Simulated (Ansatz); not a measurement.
Pulling on the Mg1–H2 bond in H2Mg (SMILES [MgH2]) (multiplicity 1 held, fragments rigid). Energies count from the point at 1.700 Å.
Geometry at that point (charge 0, multiplicity 1):
```xyz
3

Mg     0.0000     0.0000     0.0000
H      0.0000     0.0000    -1.6998
H      0.0000     0.0000     1.6998
```

Restricted levels (R-, RO-) in cc, def2 and unpolarised 6-31G sets keep to the state of the molecule at rest. U- levels take the lowest unrestricted solution at each point, which mixes spins at long bonds. Active spaces are followed from a long bond inwards. Full CI gives the lowest state of the spin. Curves can end on different states.

Cores are frozen in the correlated methods.

The values were computed with Ansatz (an electronic-structure program). Values without a source in brackets are computed.

| level | energy at R = 5.439 Å (eV) |
|---|---|
| R-HF/def2-SVP | 5.774 |
| U-MP2/def2-SVP | 2.822 |
| U-SCS-MP2/def2-SVP | 2.938 |
| U-CCSD/def2-SVP | 2.985 |
| U-CCSD(T)/def2-SVP | 2.984 |
| CASSCF(2,2)/def2-SVP | (withheld) |
| SC-NEVPT2 on CASSCF(2,2)/def2-SVP | 2.873 |
| FIC-MRCISD on CASSCF(2,2)/def2-SVP | 2.975 |
| FCI/def2-SVP | 2.981 |

Task: Complete the blanks.

Result: 
- CASSCF(2,2)/def2-SVP, energy at R = 5.439 Å (eV): 2.691

Doubts at one or more of the structures used: a restricted determinant that unrestricted orbitals would lower (R-HF/def2-SVP); a spin-contaminated determinant (U-MP2/def2-SVP, U-SCS-MP2/def2-SVP, U-CCSD/def2-SVP, U-CCSD(T)/def2-SVP).
